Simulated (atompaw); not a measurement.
cerium (Ce): one change to a PAW (atompaw) potential, before and after

```json
{
  "Element": "cerium (Ce)",
  "Generator": "atompaw 4.2.0.5",
  "Type": "PAW",
  "Functional": "PBE",
  "Relativity": "scalar-relativistic",
  "Frozen core": "[Xe]",
  "Valence charge": "4",
  "Reference configuration": "4f1 5d1 6s2 6p0",
  "Partial waves": "6s (bound): rc 3.00 bohr; 6s channel at 1.55 Ry: rc 3.00 bohr; 6p (bound, empty): rc 3.00 bohr; 6p channel at 3.05 Ry: rc 3.00 bohr; 5d (bound): rc 3.00 bohr; 5d channel at 0.2 Ry: rc 3.00 bohr; 4f (bound): rc 1.95 bohr; 4f channel at 4.2 Ry: rc 1.95 bohr",
  "Local potential": "vpsmatchnc scheme with l = 4 at 0 Ry, radius 2.70 bohr",
  "Core correction": "smooth core density matched at 3.00 bohr",
  "Augmentation charge": "sinc compensation charge, radius 2.25 bohr; PAW radius 3.00 bohr; waves and projectors: custom polynom vanderbiltortho"
}
```

Change: augmentation sinc compensation charge, radius 2.25 bohr; PAW radius 3.00 bohr; waves and projectors: custom polynom2 7 10 vanderbiltortho.

Cutoffs: the cutoffs (Ry, on a coarse ladder) from which the occupation-weighted sum of valence levels, in a spherical-Bessel basis at the reference potential, stays within 10 and 1 mRy of its value at 400 Ry; they do not see the model core or the augmentation charge, which bear on the density cutoff.

Q: What does the change do?

A: The potential gets softer (30 Ry and 50 Ry → 25 Ry and 50 Ry); both files keep a bound ghost (p, s); the range in which the p phases agree narrows (upper end at the end of the scan → 0.9); the range in which the f phases agree narrows (upper end at the end of the scan → 0.9).

```csv
quantity,base,changed
"cutoff, loose",30 Ry,25 Ry
"cutoff, tight",50 Ry,50 Ry
loose cutoff by channel (10 mRy a level),"s 6 Ry, d 8 Ry, f 30 Ry","s 6 Ry, d 10 Ry, f 25 Ry"
bound ghosts,"s, p","s, p"
s: phases at 3.01 bohr within 0.05 rad from the reference energy up to (Ry; the scan ends near 5),3.3,n/a
p: phases at 3.01 bohr within 0.05 rad from the reference energy up to (Ry; the scan ends near 5),to the end of the scan,0.9
d: phases at 3.01 bohr within 0.05 rad from the reference energy up to (Ry; the scan ends near 5),2.8,2.5
f: phases at 3.01 bohr within 0.05 rad from the reference energy up to (Ry; the scan ends near 5),to the end of the scan,0.9
lowest overlap eigenvalue by channel,"s 0.35, p 0.52, d 0.93, f 0.97","s 0.26, p 0.63, d 0.90, f 0.96"
```

 A true bound ghost makes a file unfit for plane-wave use even where its test errors are small: the radial tests pick states by their node count and pass the ghost by. The cutoffs see the waves, projectors and local potential, not the compensation charge or the core.
